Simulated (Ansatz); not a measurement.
`[SiH3]CC1=CB1` and `B1C=C1` differ in one atom or group.

Ansatz, PBE0-D4/def2-TZVP geometries, multiplicity 1. Each molecule was computed in one conformer, which needn't be the lowest.

```json
{"property": "zero-point energy (PBE0-D4/def2-TZVP) / kJ/mol", "`[SiH3]CC1=CB1`": "225.3"}
{"property": "HOMO–LUMO gap (PBE0/def2-TZVPP) / eV", "`[SiH3]CC1=CB1`": "7.64"}
{"property": "HOMO–LUMO gap (ωB97M-V/def2-TZVPP) / eV", "`[SiH3]CC1=CB1`": "11.94"}
{"property": "LUMO energy (ωB97M-V/def2-TZVPP) / eV", "`[SiH3]CC1=CB1`": "1.91"}
{"property": "ideal-gas entropy at 298 K and 1 bar (rigid rotor, harmonic PBE0-D4/def2-TZVP) / J/(mol·K)", "`[SiH3]CC1=CB1`": "336"}
{"property": "LUMO energy (B3LYP/def2-TZVPP) / eV", "`[SiH3]CC1=CB1`": "-0.33"}
```

Question: What does the change do to each property? (An estimate is asked.)

Answer: The calculation gave: 
```json
{"property": "zero-point energy (PBE0-D4/def2-TZVP) / kJ/mol", "`B1C=C1`": "110.3", "shift": "-115.0"}
{"property": "HOMO–LUMO gap (PBE0/def2-TZVPP) / eV", "`B1C=C1`": "7.75", "shift": "0.11"}
{"property": "HOMO–LUMO gap (ωB97M-V/def2-TZVPP) / eV", "`B1C=C1`": "12.23", "shift": "0.29"}
{"property": "LUMO energy (ωB97M-V/def2-TZVPP) / eV", "`B1C=C1`": "1.93", "shift": "0.02"}
{"property": "ideal-gas entropy at 298 K and 1 bar (rigid rotor, harmonic PBE0-D4/def2-TZVP) / J/(mol·K)", "`B1C=C1`": "240", "shift": "-96"}
{"property": "LUMO energy (B3LYP/def2-TZVPP) / eV", "`B1C=C1`": "-0.52", "shift": "-0.19"}
```

With PBE0 the HOMO falls by 0.26 eV and the LUMO falls by 0.15 eV, so the gap widens by about 0.11 eV. PBE moves the HOMO by -0.24 eV and ωB97M-V by -0.27 eV. The zero-point energy changes by -115.0 kJ/mol with -18 modes.

Positive LUMOs are unbound, so they and the gaps depend on the basis.

B3LYP here is the variant with VWN-RPA as its local correlation; programs differ in this.
